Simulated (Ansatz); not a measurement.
Input for Ansatz (development build ahead of 0.2.0):

```yaml
crystal:
  periodic: [false, false, false]
  atoms:
    - { symbol: H, position_ang: [0.37, 0.0, 2.8] }
    - { symbol: H, position_ang: [-0.37, 0.0, 2.8] }
    - { symbol: H, position_ang: [0.37, 0.0, 0.0] }
    - { symbol: H, position_ang: [-0.37, 0.0, 0.0] }
basis:
  gaussian: { orbitals: "6-31G" }
hamiltonian:
  xc: hf
```

The input is written out in the form of the current development build from the run's settings.

Results

| Property | Result |
| --- | --- |
| Converged | yes |
| Total energy | -2.25258 hartree |
| Spin squared of the determinant | 0.000 |
